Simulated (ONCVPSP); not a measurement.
Ni: one change to an ONCV potential, before and after

- Element: nickel
- Generator: ONCVPSP 4.0.1
- Type: optimised norm-conserving Vanderbilt (ONCV)
- Functional: PBE
- Relativity: scalar-relativistic
- Frozen core: [Ne]
- Valence charge: 18
- Reference configuration: 3s2 3p6 3d8 4s1.75 (charge +0.25)
- Partial waves: 3s+4s: rc 1.35 bohr, ncon 3, nbas 8, qcut 10.4 1/bohr, 3 projectors, debl 0.7 Ha; 3p: rc 1.20 bohr, ncon 5, nbas 9, qcut 11.6 1/bohr, 2 projectors, debl 0.3 Ha; 3d: rc 1.50 bohr, ncon 4, nbas 8, qcut 12.6 1/bohr, 2 projectors, debl 2.2 Ha
- Local potential: polynomial inside 1.20 bohr (lpopt 5, dvloc0 -1 Ha)
- Core correction: none

In the p channel the program set the typed energies aside and used -2.701, 0.250 Ha.

Change: p: qcut 15.5.

Cutoffs: the cutoffs (Ha) at which the residual kinetic energy of the hardest occupied pseudo-wave falls to 1 and 0.1 mHa per electron; they do not see the model core or the augmentation charge, which bear on the density cutoff. Errors are all-electron minus pseudo energies relative to the spin-unpolarised reference configuration.

**Question.** Predict the effect on cutoff, ghosts and configuration errors.

**Answer.** The potential gets harder (54 Ha and 61 Ha → 54 Ha and 76 Ha); the errors of the 4 common tests hardly move; neither file shows a bound ghost. The waves are optimised to have the least kinetic energy above qcut, so the cutoff follows it (qcut²/2 in Ha).

```tsv
quantity	base	changed
cutoff, loose	54 Ha	54 Ha
cutoff, tight	61 Ha	76 Ha
loose cutoff by channel	s 30 Ha, p 42 Ha, d 54 Ha	s 30 Ha, p 43 Ha, d 54 Ha
bound ghosts	none	none
GHOST(+) flags under 300 eV	none	none
error for 3s2 3p6 3d8 4s2, meV [ΔE -1.63 eV]	+0.2	+0.2
error for 3s2 3p6 3d8 4s1, meV [ΔE 7.69 eV]	+0.2	+0.2
error for 3s2 3p6 3d8 4s0, meV [ΔE 25.04 eV]	+4.1	+4.2
error for 3s2 3p6 3d8.5 4s1.5, meV [ΔE -2.81 eV]	+4.6	+4.6
s: phases at 1.37 bohr within 0.05 rad from the reference energy up to (Ha; the scan ends near 5)	to the end of the scan	to the end of the scan
p: phases at 1.22 bohr within 0.05 rad from the reference energy up to (Ha; the scan ends near 5)	to the end of the scan	to the end of the scan
d: phases at 1.52 bohr within 0.05 rad from the reference energy up to (Ha; the scan ends near 5)	to the end of the scan	to the end of the scan
```
